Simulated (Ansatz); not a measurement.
Two members of one family (AlN nanocrystals, H-capped), computed with Ansatz in the gas phase. Binding counts from free atoms in the multiplicity of their measured ground term, without zero-point energy. The structures are stationary points that may keep the symmetry of their start.

First: Al11N11H28, cut from wurtzite (singlet, charge 0, PBE-D4/def2-SVP geometry).

```xyz
50

Al    3.271   -0.574    1.172
N     3.908    0.545   -0.350
Al    0.761   -1.700    2.333
N    -0.636   -0.642    3.218
N     1.343   -0.694    0.858
Al    0.536    1.052    0.864
Al    2.568    1.060   -1.673
N     1.221    2.019   -0.681
Al   -2.128   -0.033    2.095
N    -1.365    0.869    0.635
Al   -2.251    2.613    0.715
Al   -0.145    2.626   -1.897
N    -1.413    3.615   -0.791
N    -0.247   -3.239    1.616
Al    1.021   -1.621   -0.779
N     1.650   -0.524   -2.226
Al   -1.684   -2.869    0.337
N    -2.869   -1.725    1.400
N    -0.913   -1.716   -0.942
Al   -1.803    0.009   -1.012
Al    0.211   -0.139   -3.516
N    -0.990    0.999   -2.445
H     3.581    0.277    2.504
H     3.947   -2.018    0.925
H     4.356    1.396    0.028
H     4.681    0.046   -0.817
H     1.823   -2.230    3.403
H    -0.161    0.227    3.531
H    -0.962   -1.079    4.095
H     0.879    1.842    2.231
H     3.283    1.901   -2.830
H     1.681    2.869   -0.309
H    -3.239    0.692    2.985
H    -1.833    3.404    2.055
H    -3.797    2.450    0.287
H     0.369    3.583   -3.071
H    -0.949    4.456   -0.413
H    -2.168    3.995   -1.385
H    -0.548   -3.869    2.377
H     0.462   -3.795    1.099
H     1.605   -3.127   -0.807
H     2.313   -1.096   -2.779
H    -2.415   -4.206   -0.140
H    -3.356   -2.248    2.145
H    -3.632   -1.432    0.761
H    -1.069   -2.123   -1.888
H    -3.385   -0.246   -1.219
H     0.793    0.689   -4.765
H    -0.567   -1.532   -3.823
H    -1.740    1.242   -3.115
```

| level | HOMO (eV) | LUMO (eV) | gap (eV) | binding per atom (eV) |
| --- | --- | --- | --- | --- |
| PBE-D4/def2-SVP | -6.03 | -1.08 | 4.95 | 3.72 |
| PBE0-D4/def2-SVP | -7.29 | -0.25 | 7.05 | 3.67 |

Second: Al12N12H30, cut from wurtzite (singlet, charge 0, PBE-D4/def2-SVP geometry).

Cartesian coordinates in Å:
```
Al -1.621 -3.282 0.454
N -1.547 -2.898 2.415
Al -0.891 -2.090 -2.162
N -1.819 -0.592 -3.030
N -0.802 -1.691 -0.326
Al -1.832 -0.119 0.060
Al -0.751 -1.201 2.921
N -1.703 0.186 1.985
Al -1.122 1.209 -2.668
N -1.018 1.391 -0.799
Al -2.060 3.017 -0.511
Al -0.969 1.904 2.445
N -1.977 3.248 1.472
N 0.935 -1.929 -2.871
Al 1.027 -1.508 0.224
N 1.006 -1.131 2.141
Al 1.885 -0.252 -2.495
N 0.723 1.092 -3.334
N 1.789 0.027 -0.638
Al 0.807 1.630 -0.257
Al 1.859 0.531 2.608
N 0.799 1.843 1.684
Al 3.677 0.230 -0.181
N 3.623 0.528 1.795
H -3.194 -3.346 0.109
H -0.672 -4.571 0.255
H -2.504 -2.962 2.795
H -1.044 -3.671 2.879
H -1.538 -3.479 -2.622
H -2.780 -0.599 -2.638
H -1.959 -0.756 -4.038
H -3.375 -0.294 -0.382
H -0.776 -1.063 4.517
H -2.673 0.174 2.346
H -1.942 2.295 -3.508
H -3.620 2.762 -0.829
H -1.290 4.302 -1.104
H -1.007 2.246 4.009
H -2.943 3.289 1.835
H -1.596 4.185 1.675
H 0.985 -2.187 -3.869
H 1.482 -2.669 -2.393
H 1.877 -2.845 -0.080
H 1.558 -1.882 2.591
H 3.317 -0.259 -3.204
H 0.759 1.047 -4.364
H 1.155 2.010 -3.109
H 1.473 2.919 -0.964
H 2.006 0.783 4.182
H 1.234 2.762 1.878
H 4.464 -1.165 -0.363
H 4.267 1.603 -0.785
H 4.215 -0.187 2.247
H 4.105 1.416 2.003
```

Estimate how these quantities change from the first to the second (second minus first).


```
           level  Δ HOMO (eV)  Δ LUMO (eV)  Δ gap (eV)  Δ binding per atom (eV)
 PBE-D4/def2-SVP         0.03         0.10        0.07                     0.02
PBE0-D4/def2-SVP         0.01         0.09        0.08                     0.02
```
